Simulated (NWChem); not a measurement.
Everything below was run with NWChem. System: CF2, charge 0, spin multiplicity 1, at a geometry optimised with B3LYP/def2-SVP. The structure started from a generated list of species. Level: TD-B3LYP/def2-SVPD, VWN1-RPA local correlation.

Job file:

```
start mol
memory heap 200 mb stack 900 mb global 1100 mb
geometry units angstroms nocenter noautoz
  F      1.029081     0.000000    -0.198010
  C      0.000000     0.000000     0.594031
  F     -1.029081     0.000000    -0.198010
  symmetry group C2v
end
basis spherical
  * library def2-svpd
end
dft
  xc b3lyp
  semidirect memsize 60000000 filesize 0
  iterations 100
end
tddft
  rpa
  nroots 6
  notriplet
  thresh 1e-4
end
task tddft energy
```

NWChem printed:

```
             Northwest Computational Chemistry Package (NWChem) 7.3.0
             --------------------------------------------------------

                                NWChem Input Module
                                -------------------

 Scaling coordinates for geometry "geometry" by  1.889725989
 (inverse scale =  0.529177249)

 Turning off AUTOSYM since
 SYMMETRY directive was detected!

                             Geometry "geometry" -> ""
                             -------------------------

 Output coordinates in angstroms (scale by  1.889725989 to convert to a.u.)

  No.       Tag          Charge          X              Y              Z
 ---- ---------------- ---------- -------------- -------------- --------------
    1 F                    9.0000     1.02908100     0.00000000    -0.19801000
    2 C                    6.0000     0.00000000     0.00000000     0.59403100
    3 F                    9.0000    -1.02908100     0.00000000    -0.19801000

 Effective nuclear repulsion energy (a.u.)      64.8361796702

            Nuclear Dipole moment (a.u.)
            ----------------------------
        X                 Y               Z
 ---------------- ---------------- ----------------
     0.0000000000     0.0000000000     0.0000113384

      Symmetry information
      --------------------

 Group name             C2v
 Group number             16
 Group order               4
 No. of unique centers     2

      Symmetry unique atoms

     1    2


 Summary of "ao basis" -> "" (spherical)
 ------------------------------------------------------------------------------
       Tag                 Description            Shells   Functions and Types
 ---------------- ------------------------------  ------  ---------------------
 *                         def2-svpd                  on all atoms

                                 NWChem DFT Module
                                 -----------------

 Summary of "ao basis" -> "ao basis" (spherical)
 ------------------------------------------------------------------------------
       Tag                 Description            Shells   Functions and Types
 ---------------- ------------------------------  ------  ---------------------
 F                         def2-svpd                 9       23   4s3p2d
 C                         def2-svpd                 8       20   4s2p2d

 Summary of "ao basis" -> "ao basis" (spherical)
 ------------------------------------------------------------------------------
       Tag                 Description            Shells   Functions and Types
 ---------------- ------------------------------  ------  ---------------------
 F                         def2-svpd                 9       23   4s3p2d
 C                         def2-svpd                 8       20   4s2p2d

      Symmetry analysis of basis
      --------------------------

        a1         26
        a2          9
        b1         20
        b2         11

            General Information
            -------------------
          SCF calculation type: DFT
          Wavefunction type:  closed shell.
          No. of atoms     :     3
          No. of electrons :    24
           Alpha electrons :    12
            Beta electrons :    12
          Charge           :     0
          Spin multiplicity:     1
          Use of symmetry is: off; symmetry adaption is: on
          Maximum number of iterations: 100
          AO basis - number of functions:    66
                     number of shells:    26
          Convergence on energy requested:  1.00D-06
          Convergence on density requested:  1.00D-05
          Convergence on gradient requested:  5.00D-04

              XC Information
              --------------
                         B3LYP Method XC Potential
                     Hartree-Fock (Exact) Exchange  0.200
                        Slater Exchange Functional  0.800 local
                    Becke 1988 Exchange Functional  0.720 non-local
              Lee-Yang-Parr Correlation Functional  0.810
                  VWN I RPA Correlation Functional  0.190 local

             Grid Information
             ----------------
          Grid used for XC integration:  medium
          Radial quadrature: Mura-Knowles
          Angular quadrature: Lebedev.
          Tag              B.-S. Rad. Rad. Pts. Rad. Cut. Ang. Pts.
          ---              ---------- --------- --------- ---------
          F                   0.50       49           9.0       434
          C                   0.70       49           8.0       434
          Grid pruning is: on
          Number of quadrature shells:   147
          Spatial weights used:  Erf1

          Convergence Information
          -----------------------
          Convergence aids based upon iterative change in
          total energy or number of iterations.
          Levelshifting, if invoked, occurs when the
          HOMO/LUMO gap drops below (HL_TOL):  1.00D-02
          DIIS, if invoked, will attempt to extrapolate
          using up to (NFOCK): 10 stored Fock matrices.

                    Damping( 0%)  Levelshifting(0.5)       DIIS
                  --------------- ------------------- ---------------
          dE  on:    start            ASAP                start
          dE off:    2 iters        100 iters           100 iters

      Screening Tolerance Information
      -------------------------------
          Density screening/tol_rho:  1.00D-10
          AO Gaussian exp screening on grid/accAOfunc:  14
          CD Gaussian exp screening on grid/accCDfunc:  20
          XC Gaussian exp screening on grid/accXCfunc:  20
[...]
      Beta frozen virtuals :       0
         Spin multiplicity :       1
    Number of AO functions :      66
        Use of symmetry is : off
      Symmetry adaption is : on
         Schwarz screening :  0.10D-07

              XC Information
              --------------
                  B3LYP Method XC Potential
              Hartree-Fock (Exact) Exchange   0.20
                 Slater Exchange Functional   0.80 local
             Becke 1988 Exchange Functional   0.72 non-local
       Lee-Yang-Parr Correlation Functional   0.81
           VWN I RPA Correlation Functional   0.19 local

             TDDFT Information
             -----------------
          Calculation type : TDDFT
         Wavefunction type : Restricted singlets
          No. of electrons :      24
           Alpha electrons :      12
            Beta electrons :      12
              No. of roots :       6
          Max subspacesize :    5200
            Max iterations :     100
               Target root :       1
           Target symmetry : none
      Symmetry restriction : off
                 Algorithm : Optimal
        Davidson threshold :  0.10D-03

            Memory Information
            ------------------
          Available GA space size is         144174844 doubles
          Available MA space size is          50657036 doubles
          Length of a trial vector is          648
          Algorithm : Incore multiple tensor contraction
          Estimated peak GA usage is          13712688 doubles
          Estimated peak MA usage is             25800 doubles

    6 smallest eigenvalue differences (eV)
--------------------------------------------------------
  No. Spin  Occ  Vir  Irrep   E(Occ)    E(Vir)   E(Diff)
--------------------------------------------------------
    1    1   12   13 b2       -0.318    -0.103     5.847
    2    1   12   14 a1       -0.318     0.042     9.811
    3    1   11   13 a2       -0.474    -0.103    10.081
    4    1   12   15 b1       -0.318     0.074    10.671
    5    1   10   13 b1       -0.501    -0.103    10.827
    6    1   12   16 a1       -0.318     0.103    11.465
--------------------------------------------------------

  Entering Davidson iterations
  Restricted singlet excited states

  Iter   NTrls   NConv    DeltaV     DeltaE      Time
  ----  ------  ------  ---------  ---------  ---------
    1      6       0     0.53E+00   0.10+100        1.2
    2     18       0     0.67E-01   0.59E-01        1.9
    3     30       0     0.23E-01   0.23E-02        1.8
    4     42       0     0.86E-02   0.21E-03        1.8
    5     54       1     0.28E-02   0.24E-04        1.8
    6     64       2     0.97E-03   0.26E-05        1.7
    7     72       4     0.32E-03   0.25E-06        1.4
    8     76       5     0.12E-03   0.18E-07        1.0
    9     78       6     0.83E-04   0.18E-08        0.8
  ----  ------  ------  ---------  ---------  ---------
  Convergence criterion met

  Ground state a1       -237.530157387303 a.u.

  ----------------------------------------------------------------------------
  Root   1 singlet b2             0.172463078 a.u.                4.6930 eV
  ----------------------------------------------------------------------------
     Transition Moments    X -0.00000   Y  0.51035   Z -0.00000
     Transition Moments   XX  0.00000  XY  0.00000  XZ  0.00000
     Transition Moments   YY  0.00000  YZ  1.28821  ZZ -0.00000
     Dipole Oscillator Strength                    0.0299459450
     Electric Quadrupole                           0.0000000453
     Magnetic Dipole                               0.0000030003
     Total Oscillator Strength                     0.0299489906

          sigma_e =   1.1013 Angstrom
          sigma_h =   1.2102 Angstrom
         |d_h->e| =   0.1814 Angstrom
            d_exc =   1.6430 Angstrom
            d_CD1 =   0.2903 Angstrom
            d_CD2 =  -0.9744 Angstrom
            d_CD3 =   1.8243 Angstrom
     Pearson C.C. =   0.0041

     Occ.    6  a1  ---  Virt.   13  b2   0.06545 X
     Occ.   12  a1  ---  Virt.   13  b2  -1.00605 X
     Occ.   12  a1  ---  Virt.   13  b2   0.14071 Y
  ----------------------------------------------------------------------------
  Root   2 singlet a2             0.297624482 a.u.                8.0988 eV
  ----------------------------------------------------------------------------
     Transition Moments    X -0.00000   Y -0.00000   Z -0.00000
     Transition Moments   XX -0.00000  XY  0.05505  XZ -0.00000
     Transition Moments   YY -0.00000  YZ -0.00000  ZZ -0.00000
     Dipole Oscillator Strength                    0.0000000000
     Electric Quadrupole                           0.0000000004
     Magnetic Dipole                               0.0000006802
     Total Oscillator Strength                     0.0000006807

          sigma_e =   1.1084 Angstrom
          sigma_h =   1.2465 Angstrom
         |d_h->e| =   0.6446 Angstrom
            d_exc =   1.7805 Angstrom
            d_CD1 =   0.7827 Angstrom
            d_CD2 =  -0.5329 Angstrom
            d_CD3 =   2.4250 Angstrom
     Pearson C.C. =   0.0100

     Occ.   11  b1  ---  Virt.   13  b2  -0.99948 X
  ----------------------------------------------------------------------------
  Root   3 singlet a1             0.333455551 a.u.                9.0738 eV
  ----------------------------------------------------------------------------
     Transition Moments    X  0.00000   Y  0.00000   Z -0.25069
     Transition Moments   XX  0.46864  XY  0.00000  XZ  0.00000
     Transition Moments   YY  1.43952  YZ  0.00000  ZZ  0.99608
     Dipole Oscillator Strength                    0.0139704758
     Electric Quadrupole                           0.0000000466
     Magnetic Dipole                               0.0000000000
     Total Oscillator Strength                     0.0139705225

          sigma_e =   2.5980 Angstrom
          sigma_h =   1.1490 Angstrom
         |d_h->e| =   1.3264 Angstrom
            d_exc =   3.1440 Angstrom
            d_CD1 =   2.7753 Angstrom
            d_CD2 =  -0.5471 Angstrom
            d_CD3 =   4.4703 Angstrom
     Pearson C.C. =  -0.0093

     Occ.    8  b2  ---  Virt.   13  b2   0.09756 X
     Occ.   12  a1  ---  Virt.   14  a1  -0.99098 X
     Occ.   12  a1  ---  Virt.   16  a1   0.07048 X
  ----------------------------------------------------------------------------
  Root   4 singlet b1             0.350376818 a.u.                9.5342 eV
  ----------------------------------------------------------------------------
     Transition Moments    X -0.26754   Y -0.00000   Z -0.00000
     Transition Moments   XX  0.00000  XY -0.00000  XZ -0.86319
     Transition Moments   YY  0.00000  YZ  0.00000  ZZ -0.00000
     Dipole Oscillator Strength                    0.0167199640
     Electric Quadrupole                           0.0000001707
     Magnetic Dipole                               0.0000010249
     Total Oscillator Strength                     0.0167211596

          sigma_e =   2.2056 Angstrom
          sigma_h =   1.2586 Angstrom
         |d_h->e| =   0.0779 Angstrom
            d_exc =   2.5608 Angstrom
            d_CD1 =   1.0249 Angstrom
            d_CD2 =  -1.6542 Angstrom
            d_CD3 =   2.6387 Angstrom
     Pearson C.C. =  -0.0185

     Occ.   10  a2  ---  Virt.   13  b2  -0.58900 X
     Occ.   12  a1  ---  Virt.   15  b1   0.80090 X
     Occ.   12  a1  ---  Virt.   18  b1   0.07750 X
  ----------------------------------------------------------------------------
  Root   5 singlet b1             0.376876185 a.u.               10.2553 eV
  ----------------------------------------------------------------------------
     Transition Moments    X -0.83020   Y  0.00000   Z -0.00000
     Transition Moments   XX  0.00000  XY -0.00000  XZ  0.43975
     Transition Moments   YY -0.00000  YZ  0.00001  ZZ -0.00000
     Dipole Oscillator Strength                    0.1731687400
     Electric Quadrupole                           0.0000000551
     Magnetic Dipole                               0.0000017427
     Total Oscillator Strength                     0.1731705378

          sigma_e =   2.1810 Angstrom
          sigma_h =   1.2764 Angstrom
         |d_h->e| =   0.1261 Angstrom
            d_exc =   2.5713 Angstrom
            d_CD1 =   1.0307 Angstrom
            d_CD2 =  -1.6026 Angstrom
            d_CD3 =   2.6973 Angstrom
     Pearson C.C. =  -0.0376

     Occ.    7  b1  ---  Virt.   24  a1   0.05161 X
     Occ.   10  a2  ---  Virt.   13  b2   0.75219 X
     Occ.   11  b1  ---  Virt.   14  a1   0.10740 X
     Occ.   11  b1  ---  Virt.   16  a1  -0.05785 X
     Occ.   11  b1  ---  Virt.   20  a1  -0.05223 X
     Occ.   12  a1  ---  Virt.   15  b1   0.58758 X
     Occ.   12  a1  ---  Virt.   18  b1  -0.18562 X
     Occ.   12  a1  ---  Virt.   22  b1  -0.13844 X
     Occ.   12  a1  ---  Virt.   25  b1   0.06351 X
  ----------------------------------------------------------------------------
  Root   6 singlet a1             0.382178832 a.u.               10.3996 eV
  ----------------------------------------------------------------------------
     Transition Moments    X -0.00000   Y  0.00000   Z  0.95207
     Transition Moments   XX -0.08511  XY  0.00000  XZ  0.00000
     Transition Moments   YY  0.67472  YZ  0.00001  ZZ  2.43008
     Dipole Oscillator Strength                    0.2309474461
     Electric Quadrupole                           0.0000004947
     Magnetic Dipole                               0.0000000000
     Total Oscillator Strength                     0.2309479408

          sigma_e =   2.5769 Angstrom
          sigma_h =   1.1484 Angstrom
         |d_h->e| =   0.1634 Angstrom
            d_exc =   2.8024 Angstrom
            d_CD1 =   1.5919 Angstrom
            d_CD2 =  -1.6993 Angstrom
            d_CD3 =   2.9658 Angstrom
     Pearson C.C. =   0.0224

     Occ.    8  b2  ---  Virt.   13  b2   0.08930 X
     Occ.   12  a1  ---  Virt.   14  a1  -0.06061 X
     Occ.   12  a1  ---  Virt.   16  a1  -0.98753 X
     Occ.   12  a1  ---  Virt.   20  a1  -0.09152 X

              Target root =      1
          Target symmetry = none
      Ground state energy =   -237.530157387303
        Excitation energy =      0.172463077916
     Excited state energy =   -237.357694309387

  stored tddft:energy   -237.35769430938726

 Task  times  cpu:       14.3s     wall:       14.3s

 Total times  cpu:       14.3s     wall:       14.3s
```
